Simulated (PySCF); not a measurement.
Species: 2-isopropyl-1,3-dithiolane, C₆H₁₂S₂.
Structure used (PBE0-D3(BJ)/def2-SVP), in Å, numbered top down from 1:
```
atom  x, y, z in Å
C1    -1.093   -1.226    0.309
C2    -1.330    0.255    0.053
C3    -2.290    0.476   -1.111
C4    -0.034    1.047   -0.174
S5     0.991    1.106    1.352
C6     2.551    0.529    0.621
C7     2.216   -0.407   -0.522
S8     0.996    0.443   -1.560
H9    -0.653   -1.703   -0.581
H10   -2.041   -1.737    0.533
H11   -0.414   -1.374    1.162
H12   -1.785    0.694    0.961
H13   -3.242   -0.048   -0.939
H14   -2.512    1.544   -1.257
H15   -1.855    0.087   -2.046
H16   -0.294    2.083   -0.443
H17    3.116    0.020    1.416
H18    3.139    1.387    0.260
H19    1.815   -1.363   -0.153
H20    3.093   -0.611   -1.154
```

All values: PBE0/pcSseg-1 and wB97X-D/def2-SVPD (PySCF, non-relativistic), on one gas-phase PBE0-D3(BJ)/def2-SVP geometry that isn't relaxed in the solvent. The solvent is an IEF-PCM continuum (Bondi radii, 1.10 Å for H, scaled by 1.2). Specific hydrogen bonds and non-electrostatic terms are outside this model.

Gas phase at PBE0/pcSseg-1: HOMO -6.52 eV, LUMO 0.15 eV, dipole 1.04 D.

Q: What does the continuum do to the energy, the frontier levels and the dipole at PBE0/pcSseg-1 in benzene and water?

A: 
```csv
solvent,ε,E(solvent) − E(gas) (kcal/mol),polarisation term (kcal/mol),distortion of the solute (kcal/mol),HOMO (eV),LUMO (eV),dipole (D)
benzene,2.271,-1.86,-1.98,0.12,-6.52,0.18,1.20
water,78.36,-4.26,-4.92,0.66,-6.57,0.18,1.42
```

The polarisation term is half the interaction of the solute with the surface charges that it induces; the rest is the cost of distorting the solute's density. The sum is the electrostatic part of solvation alone. From benzene to water the lowering changes by a factor 2.30, Onsager's factor (ε − 1)/(2ε + 1) by 2.14 and ε itself by 34.5.

Q: Which radius a makes the point-dipole formula ΔE = −[(ε − 1)/(2ε + 1)]·μ²/a³ give the value in water, with the gas-phase dipole?

A: μ = 0.408 au and |ΔE| = 0.00679 Eh give a = 1.21 Å; the farthest nucleus lies 3.48 Å from the centroid of the nuclei, so such a sphere wouldn't even hold the nuclei. The formula assumes a rigid point dipole at the centre of a sphere.

Q: Give the dipole vector in the frame of the coordinates (D, pointing from negative to positive charge), gas and water.

A: Gas (0.57, -0.86, 0.07), solvent (0.82, -1.15, 0.13). Its length changes by +37 % and its direction by 2°.

Q: Which IAO charges (PBE0/pcSseg-1) respond most in benzene (means over atoms taken as equivalent)?

A: 
```
  atoms                 environment  gas (e)  solvent (e)  change
  S5/S8              sulfide sulfur   +0.064       +0.052  -0.012
H17/H19          methylene hydrogen   +0.154       +0.159  +0.005
H18/H20          methylene hydrogen   +0.158       +0.162  +0.004
    H16            methine hydrogen   +0.159       +0.163  +0.004
    H12            methine hydrogen   +0.133       +0.135  +0.002
  C1/C3               methyl carbon   -0.413       -0.414  -0.001
H9 (×6)             methyl hydrogen   +0.137       +0.138  +0.001
     C4  sp3 carbon bound to sulfur   -0.277       -0.277   0.000
```

Q: How do the nuclear quadrupole coupling constants eQVzz/h respond in benzene?

A: 
```
  nucleus  Q (barn)  gas (MHz)  solvent (MHz)  η gas  η solvent
33S at S5  -0.06781      49.99          49.31   0.63       0.64
33S at S8  -0.06781      49.01          48.39   0.62       0.62
```

Gas phase at wB97X-D/def2-SVPD: HOMO -8.35 eV, LUMO 1.63 eV, dipole 1.03 D.

Q: What does the continuum do to the energy, the frontier levels and the dipole at wB97X-D/def2-SVPD in benzene and water?

A: 
```tsv
solvent	ε	E(solvent) − E(gas) (kcal/mol)	polarisation term (kcal/mol)	distortion of the solute (kcal/mol)	HOMO (eV)	LUMO (eV)	dipole (D)
benzene	2.271	-1.94	-2.09	0.15	-8.35	1.67	1.21
water	78.36	-4.52	-5.34	0.82	-8.40	1.66	1.47
```

Q: How does the static polarisability (wB97X-D/def2-SVPD, frozen core, with the continuum's full static response) change?

A: 
```
 medium  isotropic (au)  principal values (au)  ⟨r²⟩ of the electrons (bohr²)
    gas           108.4     95.3, 106.9, 122.9                         1370.0
benzene           126.3    111.3, 126.5, 141.1                         1369.8
  water           157.2    142.1, 162.1, 167.6                         1369.4
```

The isotropic value in water is 1.45 times the gas-phase one; no cavity-field correction is applied. ⟨r²⟩ is taken about the centre of nuclear charge.

wB97X-D is run here without its empirical dispersion term; that term would change no orbital, density or response property at a fixed geometry.
